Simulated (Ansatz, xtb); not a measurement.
**C7H8O: which of two isomers lies lower**

Structure X is `C=c1cc/c(=C\C)o1`, a singlet and structure Y is `Cc1ccccc1O`, a singlet. Both are isolated molecules in the gas phase, relaxed with PBE0-D3(BJ)/def2-SVP; the shapes shown needn't be the lowest conformers.

X (Å):

```xyz
16

C    -2.8625    0.0109    1.0795
C    -1.6205    0.2778    0.6450
C    -0.4226    0.6258    1.3909
C     0.5798    0.7996    0.5041
C     0.0411    0.5659   -0.8242
C     0.6142    0.6103   -2.0407
C     2.0421    0.9360   -2.3079
O    -1.2889    0.2549   -0.6807
H    -3.6602   -0.2368    0.3790
H    -3.0784    0.0416    2.1468
H    -0.3819    0.7200    2.4748
H     1.6130    1.0664    0.7173
H    -0.0348    0.3871   -2.8928
H     2.5483    0.1099   -2.8358
H     2.6089    1.1385   -1.3883
H     2.1350    1.8227   -2.9581
```

Y (Å):

```xyz
16

C    -1.1604    0.0035    1.4429
C    -0.2954    0.3229    0.2632
C     1.0791    0.0854    0.2499
C     1.8697    0.3902   -0.8594
C     1.2765    0.9472   -1.9880
C    -0.0952    1.1951   -2.0022
C    -0.8762    0.8866   -0.8875
O    -2.2108    1.1088   -0.8535
H    -1.9587   -0.7048    1.1696
H    -1.6649    0.9067    1.8214
H    -0.5708   -0.4342    2.2599
H     1.5403   -0.3527    1.1396
H     2.9433    0.1923   -0.8389
H     1.8780    1.1929   -2.8664
H    -0.5683    1.6332   -2.8871
H    -2.4889    1.4930   -1.6913
```

Quicker runs give these differences E(Y) − E(X): GFN2-xTB −111.8 kJ/mol; HF/STO-3G −148.9 kJ/mol (at GFN2-xTB geometries); r2SCAN-D4/def2-SVP −151.0 kJ/mol (at GFN2-xTB geometries).

**Question.** Estimate E(Y) − E(X) at the level CCSD(T)/def2-SVP + ΔMP2/def2-TZVPP.

**Answer.** Calculated at CCSD(T)/def2-SVP + ΔMP2/def2-TZVPP: E(Y) − E(X) = −148.8 kJ/mol, so structure Y lies lower.

Level by level:

```csv
level,geometry,E(Y) − E(X) (kJ/mol),departure from the last row (kJ/mol),"job, with rough time for the two"
GFN2-xTB,GFN2-xTB,−111.8,+37.0,"optimisation, 0.12 s"
HF/STO-3G,GFN2-xTB,−148.9,−0.2,"single point, 0.4 s"
r2SCAN-D4/def2-SVP,GFN2-xTB,−151.0,−2.3,"single point, 4.4 s"
PBE0-D3(BJ)/def2-SVP,PBE0-D3(BJ)/def2-SVP,−157.0,−8.2,"optimisation, 28 s"
HF/def2-SVP,PBE0-D3(BJ)/def2-SVP,−157.1,−8.3,part of the CCSD(T) run
MP2/def2-SVP,PBE0-D3(BJ)/def2-SVP,−179.5,−30.7,part of the CCSD(T) run
CCSD(T)/def2-SVP,PBE0-D3(BJ)/def2-SVP,−151.9,−3.1,single point
CCSD(T)/def2-SVP + ΔMP2/def2-TZVPP,PBE0-D3(BJ)/def2-SVP,−148.8,,"single point, 1.9 min"
```

As drawn, Y has 6 C∷C, 1 O–H in place of 3 C=C, 2 C–C, 1 C–O, 1 C–H (∷ is an aromatic bond). Structure X has a 5-membered ring, Y a 6-membered ring (with an aromatic ring).

The levels shown agree on the order. The largest departure from CCSD(T)/def2-SVP + ΔMP2/def2-TZVPP is that of GFN2-xTB, 37.0 kJ/mol. The last row adds to CCSD(T) the change of the MP2 difference between the two basis sets, here +3.1 kJ/mol.

With thermal terms from frequencies at re-optimised GFN2-xTB minima (ideal gas, soft modes damped towards free rotors, one conformer each, 298.15 K, 1 atm): on the last row, ΔE + ΔZPE = −144.0, ΔH = −144.9, ΔG = −142.7 kJ/mol.

The correlated steps freeze 8 core orbitals. Codes used: Ansatz 0.2.0, xtb 6.7.1; the last row on 4 threads of Arm Neoverse V1 on a shared host.
